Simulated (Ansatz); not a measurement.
Relaxation of the cluster Mg₂O₃H₂ with RKS r2SCAN-D4/def2-SVP.

```sh
$ ansatz run in.yaml --threads 4 --pin off --events-out ev --progress --plain --max-ram 3916MiB
```

```yaml
crystal:
  periodic: [false, false, false]
  atoms:
    - {symbol: Mg, position_ang: [-1.011000, 0.279760, 1.313710]}
    - {symbol: Mg, position_ang: [0.826760, -0.415920, -0.541990]}
    - {symbol: O, position_ang: [-0.882000, 0.874150, -0.423390]}
    - {symbol: O, position_ang: [0.761880, -0.109550, 1.356780]}
    - {symbol: O, position_ang: [-0.129790, -1.253630, 0.902890]}
    - {symbol: H, position_ang: [-1.408890, 1.440740, -0.991190]}
    - {symbol: H, position_ang: [1.843040, -0.815550, -1.616810]}
basis:
  gaussian: {orbitals: def2-SVP}
hamiltonian: {xc: r2scan, dispersion: d4}
scf: {omitted_lower_state_checks: [starts]}
output: {orbitals: {seedname: orbitals}}
relax: {f_tol: 0.02, max_steps: 100}
```

It took 9 s on 4 threads of AMD EPYC 9B14 on a shared host.

Positions (Å) and forces (eV/Å) at steps 1, 2, 3, 4, 5, 7 of 7:

```xyz
7
step=1 energy=-17049.8598 eV
Mg   -1.011    0.280    1.314   -1.785    1.203    0.489
Mg    0.827   -0.416   -0.542   -1.143    0.824    0.222
O    -0.882    0.874   -0.423   -0.540    0.704   -0.732
O     0.762   -0.110    1.357    2.143    0.435    1.610
O    -0.130   -1.254    0.903   -0.274   -2.697    0.413
H    -1.409    1.441   -0.991    0.163   -0.004   -0.265
H     1.843   -0.816   -1.617    1.436   -0.464   -1.737
7
step=2 energy=-17050.3013 eV
Mg   -1.017    0.287    1.299   -1.124    0.804    0.197
Mg    0.805   -0.422   -0.496   -0.074    0.286   -0.569
O    -0.897    0.901   -0.457   -0.250    0.195   -0.080
O     0.781   -0.142    1.444    1.175    0.369    0.930
O    -0.121   -1.308    0.990   -0.288   -1.501    0.206
H    -1.400    1.461   -1.055    0.206   -0.091   -0.131
H     1.849   -0.777   -1.725    0.355   -0.062   -0.553
7
step=3 energy=-17050.4546 eV
Mg   -1.053    0.314    1.305   -0.085    0.057    0.048
Mg    0.803   -0.440   -0.459    0.183    0.031   -0.439
O    -0.877    0.883   -0.467   -0.237    0.158   -0.037
O     0.784   -0.160    1.548    0.124    0.110    0.112
O    -0.140   -1.353    1.088   -0.104   -0.167   -0.004
H    -1.309    1.427   -1.137    0.249   -0.209    0.108
H     1.792   -0.670   -1.879   -0.129    0.020    0.211
7
step=4 energy=-17050.4455 eV rejected
Mg   -1.057    0.314    1.325    0.028   -0.068    0.110
Mg    0.785   -0.408   -0.503   -0.075   -0.050    0.253
O    -0.916    0.893   -0.429    0.615   -0.741    0.821
O     0.789   -0.153    1.534   -0.006   -0.025   -0.061
O    -0.144   -1.352    1.071    0.050    0.043   -0.041
H    -1.261    1.393   -1.141   -0.564    0.795   -1.061
H     1.804   -0.687   -1.856   -0.047    0.047   -0.021
7
step=5 energy=-17050.4682 eV
Mg   -1.055    0.314    1.314    0.011   -0.010    0.014
Mg    0.801   -0.431   -0.476   -0.026    0.031   -0.032
O    -0.890    0.884   -0.455   -0.033   -0.006    0.036
O     0.789   -0.158    1.547    0.015    0.022    0.002
O    -0.141   -1.356    1.084   -0.016   -0.012   -0.016
H    -1.286    1.415   -1.149    0.064   -0.029   -0.026
H     1.782   -0.667   -1.866   -0.016    0.005    0.022
7
step=7 energy=-17050.4705 eV
Mg   -1.056    0.311    1.322   -0.004    0.002    0.003
Mg    0.789   -0.428   -0.475   -0.003    0.002    0.001
O    -0.897    0.869   -0.451    0.000   -0.001   -0.002
O     0.789   -0.156    1.550    0.004    0.000    0.000
O    -0.140   -1.357    1.090    0.001   -0.003   -0.001
H    -1.246    1.407   -1.165    0.000    0.001    0.000
H     1.762   -0.648   -1.871    0.002   -0.001   -0.001
```

The restricted singlet is unstable towards broken spin symmetry in Hartree–Fock (as tested in another run); at r2SCAN-D4/def2-SVP this wasn't settled. Another isomer (singlet) lies 2.34 eV lower at PBE0-D4/def2-TZVP; other spin states weren't run for this one.
